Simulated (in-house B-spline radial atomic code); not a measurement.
A fraction x of an electron is removed from 3d in Fe³⁺, starting from [Ar] 3d5 and keeping the highest spin. Method: scalar-relativistic (X2C) PBE, spin-polarised, spherical fractional occupations, Fermi nucleus of rms radius 3.7377 fm. Calculated with a B-spline radial code for spherical atoms.

```json
{"x": "0", "E(x) - E(0) (eV)": "0.0000", "3d up level (eV)": "-45.183"}
{"x": "0.05", "E(x) - E(0) (eV)": "2.2829", "3d up level (eV)": "-46.135"}
{"x": "0.16", "E(x) - E(0) (eV)": "7.4738", "3d up level (eV)": "-48.250"}
{"x": "0.37", "E(x) - E(0) (eV)": "18.0368", "3d up level (eV)": "-52.368"}
{"x": "0.46", "E(x) - E(0) (eV)": "22.8306", "3d up level (eV)": "-54.164"}
{"x": "0.5", "E(x) - E(0) (eV)": "25.0132", "3d up level (eV)": "-54.968"}
{"x": "0.54", "E(x) - E(0) (eV)": "27.2281", "3d up level (eV)": "-55.776"}
{"x": "0.69", "E(x) - E(0) (eV)": "35.8235", "3d up level (eV)": "-58.838"}
{"x": "0.83", "E(x) - E(0) (eV)": "44.2635", "3d up level (eV)": "-61.740"}
{"x": "0.9", "E(x) - E(0) (eV)": "48.6366", "3d up level (eV)": "-63.207"}
{"x": "1", "E(x) - E(0) (eV)": "55.0629", "3d up level (eV)": "-65.321"}
```

The exact functional would give a straight line between the two integer points. Deviations E(x) - E(0) - x[E(1) - E(0)], in eV: -0.47 at x = 0.05, -1.336 at x = 0.16, -2.336 at x = 0.37, -2.498 at x = 0.46, -2.518 at x = 0.5, -2.506 at x = 0.54, -2.17 at x = 0.69, -1.439 at x = 0.83, -0.92 at x = 0.9.

The curve lies below the straight line by up to 2.518 eV (at x = 0.5): convex, the delocalisation error that favours fractional charges.

(1) How well does Slater's transition state (minus the level at half occupation) give the ionisation energy?

## Answers

(1) It gives 54.968 eV against 55.063 eV from the two total energies; NIST lists 54.91 eV, ground level to ground level.
